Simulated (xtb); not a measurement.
C2H6N (SMILES C[CH]N), doublet, at a GFN2-xTB geometry; GFN2-xTB in xtb 6.7.1.

Here is a job for xtb.
```
$ xtb mol.xyz --gfn 2 --uhf 1 --hess --json

# file mol.xyz
9

C     -1.24102663     0.21832096     0.05808953
C      0.04187806    -0.52789987     0.05079988
N      1.22703780     0.19702767    -0.12900707
H     -2.03841948    -0.41392474     0.44464473
H     -1.16376074     1.10673607     0.68627095
H     -1.54178267     0.55252764    -0.94477418
H      0.06280098    -1.52863019    -0.34799316
H      1.22149345     1.09300043     0.34134908
H      2.06529520    -0.33142950     0.07021572
```

What the program printed (banner, timings and long lists left out):

```
   ID    Z sym.   atoms
    1    6 C      1, 2
    2    7 N      3
    3    1 H      4-9

           -------------------------------------------------
          |                Calculation Setup                |
           -------------------------------------------------

           -------------------------------------------------
          |                 G F N 2 - x T B                 |
           -------------------------------------------------

          ...................................................
          :                      SETUP                      :
          :.................................................:
          :  # basis functions                  18          :
          :  # atomic orbitals                  18          :
          :  # shells                           12          :
          :  # electrons                        19          :
          :  max. iterations                   250          :
          :  Hamiltonian                  GFN2-xTB          :
          :  restarted?                      false          :
          :  GBSA solvation                  false          :
          :  PC potential                    false          :
          :  electronic temp.          300.0000000     K    :
          :  accuracy                    1.0000000          :
          :  -> integral cutoff          0.2500000E+02      :
          :  -> integral neglect         0.1000000E-07      :
          :  -> SCF convergence          0.1000000E-05 Eh   :
          :  -> wf. convergence          0.1000000E-03 e    :
          :  Broyden damping             0.4000000          :
          :  net charge                          0          :
          :  unpaired electrons                  1          :
          ...................................................

 iter      E             dE          RMSdq      gap      omega  full diag
   1    -10.2762219 -0.102762E+02  0.303E+00    8.69       0.0  T
   2    -10.3114233 -0.352014E-01  0.177E+00    8.18       1.0  T
   3    -10.3156087 -0.418540E-02  0.986E-01    8.47       1.0  T
   4    -10.3157703 -0.161594E-03  0.273E-01    8.38       1.0  T
   5    -10.3158064 -0.360388E-04  0.565E-02    8.37       1.0  T
   6    -10.3158073 -0.957671E-06  0.199E-02    8.38       1.7  T
   7    -10.3158081 -0.746835E-06  0.391E-03    8.38       8.5  T
   8    -10.3158081 -0.672965E-07  0.162E-03    8.38      20.6  T
   9    -10.3158081 -0.299408E-08  0.207E-04    8.38     160.7  T
  10    -10.3158081 -0.147544E-10  0.324E-05    8.38    1027.9  T

   *** convergence criteria satisfied after 10 iterations ***

         :::::::::::::::::::::::::::::::::::::::::::::::::::::
         ::                     SUMMARY                     ::
         :::::::::::::::::::::::::::::::::::::::::::::::::::::
         :: total energy             -10.175810190103 Eh    ::
         :: gradient norm              0.000149343377 Eh/a0 ::
         :: HOMO-LUMO gap              8.378742419843 eV    ::
         ::.................................................::
         :: SCC energy               -10.315807590721 Eh    ::
         :: -> isotropic ES            0.009638112205 Eh    ::
         :: -> anisotropic ES          0.004025574721 Eh    ::
         :: -> anisotropic XC          0.006868630028 Eh    ::
         :: -> dispersion             -0.003035863090 Eh    ::
         :: repulsion energy           0.139997400619 Eh    ::
         :: add. restraining           0.000000000000 Eh    ::
         :: total charge              -0.000000000000 e     ::
         :::::::::::::::::::::::::::::::::::::::::::::::::::::

           -------------------------------------------------
          |                Numerical Hessian                |
           -------------------------------------------------
step length          :   0.00500
SCC accuracy         :   0.30000
Hessian scale factor :   1.00000
frozen atoms in %    :   0.00000    0
RMS gradient         :   0.00015
estimated CPU  time      0.00 min

writing file <hessian>.

 projected vibrational frequencies (cm⁻¹)
eigval :       -0.00    -0.00    -0.00     0.00     0.00     0.00
eigval :      131.72   291.83   385.42   552.59   787.85   964.16
eigval :      979.11  1029.71  1179.65  1251.39  1369.92  1408.00
eigval :     1477.07  1490.31  1510.50  2850.04  2988.65  3018.29
eigval :     3089.29  3387.32  3445.99
           -------------------------------------------------
          |                Property Printout                |
           -------------------------------------------------

    * Orbital Energies and Occupations

         #    Occupation            Energy/Eh            Energy/eV
      -------------------------------------------------------------
         1        2.0000           -0.6161361             -16.7659
         2        2.0000           -0.5884624             -16.0129
         3        2.0000           -0.5532217             -15.0539
         4        2.0000           -0.5275948             -14.3566
         5        2.0000           -0.4901870             -13.3387
         6        2.0000           -0.4738817             -12.8950
         7        2.0000           -0.4505861             -12.2611
         8        2.0000           -0.4336547             -11.8003
         9        2.0000           -0.4228824             -11.5072
        10        1.0000           -0.2535982              -6.9008 (HOMO)
        11                          0.0543152               1.4780 (LUMO)
        12                          0.1519426               4.1346
        13                          0.1656196               4.5067
        14                          0.1893631               5.1528
        15                          0.1992360               5.4215
        16                          0.2273238               6.1858
        17                          0.3135129               8.5311
        18                          0.3587062               9.7609
[...]
     5   1 H    0.999 --     1 C    0.980
     6   1 H    0.997 --     1 C    0.953
     7   1 H    1.000 --     2 C    0.973
     8   1 H    0.976 --     3 N    0.957
     9   1 H    0.977 --     3 N    0.960
 ---------------------------------------------------------------------------

Topologies differ in total number of bonds
Writing topology from bond orders to xtbtopo.mol

molecular dipole:
                 x           y           z       tot (Debye)
 q only:        0.260       0.180       0.169
   full:        0.305       0.219       0.287       1.202
molecular quadrupole (traceless):
                xx          xy          yy          xz          yz          zz
 q only:        1.562       0.142      -0.287       0.689       0.354      -1.275
  q+dip:        1.797      -0.171       0.259       1.673       1.226      -2.056
   full:        2.021      -0.118       0.102       1.674       1.143      -2.123

           -------------------------------------------------
          |               Frequency Printout                |
           -------------------------------------------------
 projected vibrational frequencies (cm⁻¹)
eigval :       -0.00    -0.00    -0.00     0.00     0.00     0.00
eigval :      131.72   291.83   385.42   552.59   787.85   964.16
eigval :      979.11  1029.71  1179.65  1251.39  1369.92  1408.00
eigval :     1477.07  1490.31  1510.50  2850.04  2988.65  3018.29
eigval :     3089.29  3387.32  3445.99
 reduced masses (amu)
   1: 10.38   2:  9.26   3: 10.85   4:  9.44   5:  6.94   6: 10.87   7:  2.47   8:  3.38
Molecule has no symmetry elements
It seems to be the C1 point group
   9:  7.40  10:  3.02  11:  3.79  12:  3.42  13:  6.63  14:  4.53  15:  5.36  16:  6.13
  17:  6.96  18:  4.11  19:  1.83  20:  1.54  21:  3.45  22:  1.73  23:  1.63  24:  1.70
  25:  1.80  26:  1.46  27:  2.13
 IR intensities (km·mol⁻¹)
   1:  0.64   2:  0.59   3:  0.12   4:  0.33   5:  3.01   6:  0.06   7:  2.42   8: 33.59
   9: 12.30  10: 43.41  11:193.54  12:  0.37  13:  4.11  14:  5.32  15:  5.97  16: 12.92
  17: 47.89  18:  9.58  19:  4.98  20:  3.64  21: 50.27  22: 64.71  23: 42.82  24: 34.64
  25: 66.68  26:  5.89  27:  2.48
 Raman intensities (Ä⁴*amu⁻¹)
   1:  0.00   2:  0.00   3:  0.00   4:  0.00   5:  0.00   6:  0.00   7:  0.00   8:  0.00
   9:  0.00  10:  0.00  11:  0.00  12:  0.00  13:  0.00  14:  0.00  15:  0.00  16:  0.00
  17:  0.00  18:  0.00  19:  0.00  20:  0.00  21:  0.00  22:  0.00  23:  0.00  24:  0.00
  25:  0.00  26:  0.00  27:  0.00
 output can be read by thermo (or use thermo option).
 writing <g98.out> molden fake output.
 recommended (thermochemical) frequency scaling factor: 1.0
           -------------------------------------------------
          |             Thermodynamic Functions             |
           -------------------------------------------------

c1  symmetry found (for desy threshold:  0.10E+00) used in thermo

          ...................................................
          :                      SETUP                      :
          :.................................................:
          :  # frequencies                          21      :
          :  # imaginary freq.                       0      :
          :  linear?                             false      :
          :  only rotor calc.                    false      :
          :  symmetry                               c1      :
          :  rotational number                       1      :
          :  scaling factor                  1.0000000      :
          :  rotor cutoff                   50.0000000 cm⁻¹ :
          :  imag. cutoff                  -20.0000000 cm⁻¹ :
          :.................................................:

    mode    ω/cm⁻¹     T·S(HO)/kcal·mol⁻¹    T·S(FR)/kcal·mol⁻¹   T·S(vib)
   ------------------------------------------------------------------------
       1    131.72    -0.87082 ( 97.97%)    -0.76872 (  2.03%)    -0.86874
       2    291.83    -0.43630 ( 99.91%)    -0.53355 (  0.09%)    -0.43638
   ------------------------------------------------------------------------

   temp. (K)  partition function   enthalpy   heat capacity  entropy
                                   cal/mol     cal/K/mol   cal/K/mol   J/K/mol
 298.15  VIB   3.80                 1178.297      8.906      6.597
         ROT  0.155E+05              888.752      2.981     22.161
         INT  0.590E+05             2067.050     11.887     28.759
         TR   0.283E+27             1481.254      4.968     37.259
         TOT                        3548.3036    16.8553    66.0177   276.2182

       T/K    H(0)-H(T)+PV         H(T)/Eh          T*S/Eh         G(T)/Eh
   ------------------------------------------------------------------------
    298.15    0.565458E-02    0.821755E-01    0.313672E-01    0.508084E-01
   ------------------------------------------------------------------------

         :::::::::::::::::::::::::::::::::::::::::::::::::::::
         ::                  THERMODYNAMIC                  ::
         :::::::::::::::::::::::::::::::::::::::::::::::::::::
         :: total free energy         -10.125001813230 Eh   ::
         ::.................................................::
         :: total energy              -10.175810190105 Eh   ::
         :: zero point energy           0.076520956046 Eh   ::
         :: G(RRHO) w/o ZPVE           -0.025712579171 Eh   ::
         :: G(RRHO) contrib.            0.050808376874 Eh   ::
         :::::::::::::::::::::::::::::::::::::::::::::::::::::

           -------------------------------------------------
          | TOTAL ENERGY              -10.175810190105 Eh   |
          | TOTAL ENTHALPY            -10.093634652419 Eh   |
          | TOTAL FREE ENERGY         -10.125001813230 Eh   |
          | GRADIENT NORM               0.000149488998 Eh/α |
          | HOMO-LUMO GAP               8.378747999136 eV   |
           -------------------------------------------------

normal termination of xtb
```
